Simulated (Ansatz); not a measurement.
Two isomers of CH7ClSiSn: A = `ClC[SiH2][SnH3]`, B = `[CH3][SnH]([SiH3])[Cl]`.

Program: Ansatz. Geometries: PBE0-D4/def2-TZVP. ΔE: electronic, gas phase. CCSD(T)/CBS is the MP2 limit (def2-TZVPP, def2-QZVPP) plus CCSD(T) − MP2 in def2-TZVPP, frozen cores. DFT in def2-TZVPP. Elements past krypton have def2 core potentials. For Sn outer-core shells are correlated without core-valence functions, which leaves a few kJ/mol of doubt a bond. Each species was taken in one conformer, which may not be the lowest.

A:

Z-matrix (Å, degrees):
```
C
Si 1 1.891
Cl 1 1.786 2 109.4
H 1 1.090 2 111.8 3 -118.9
H 1 1.090 2 112.0 3 119.0
Sn 2 2.562 1 109.5 3 54.4
H 2 1.491 1 108.1 3 175.6
H 2 1.486 1 108.6 3 -66.8
H 6 1.708 2 109.6 1 40.8
H 6 1.704 2 111.8 1 -79.9
H 6 1.709 2 110.4 1 159.7
```

B:

Z-matrix (Å, degrees):
```
C
Sn 1 2.134
H 1 1.089 2 109.4
H 1 1.091 2 110.1 3 -120.3
H 1 1.090 2 109.0 3 119.6
Si 2 2.564 1 115.9 3 53.9
Cl 2 2.354 1 104.7 3 -60.8
H 2 1.711 1 111.3 3 -173.2
H 6 1.485 2 109.0 1 -53.7
H 6 1.488 2 109.8 1 65.8
H 6 1.484 2 109.7 1 -174.0
```

Question: Which isomer does CCSD(T)/CBS put lower? Give the gap. (Estimate.)

Answer: Ansatz gave: B, by 168.0 kJ/mol.

Question: Give E(B) − E(A) in kJ/mol with ωB97M-V, MP2/def2-TZVPP, CCSD/def2-TZVPP, LDA (SPW92), HF/def2-TZVPP, r2SCAN-D4, BLYP-D4. (Best estimate.)

Answer: Computed: ωB97M-V -157.8, MP2/def2-TZVPP -167.6, CCSD/def2-TZVPP -161.2, LDA (SPW92) -140.6, HF/def2-TZVPP -174.1, r2SCAN-D4 -163.1, BLYP-D4 -159.6. None reverses the order clearly.

Question: Does the order hold for the free energy at 298.15 K (harmonic terms from PBE0-D4)? (Best estimate.)

Answer: Ansatz gave: Yes: G(B) − G(A) = -162.3 kJ/mol, for one conformer each. Modes under 60 cm⁻¹, often nearly free rotors, make the harmonic entropy too high.

Largest T1 diagnostic: 0.012.

In def2-TZVPP, CCSD(T) changes the Hartree–Fock value by +14.5 kJ/mol (the triples alone add +1.6 kJ/mol) and MP2 by +6.6 kJ/mol. At CCSD(T), def2-SVP lies +13.6 kJ/mol from the extrapolated value and def2-TZVPP +8.4 kJ/mol.
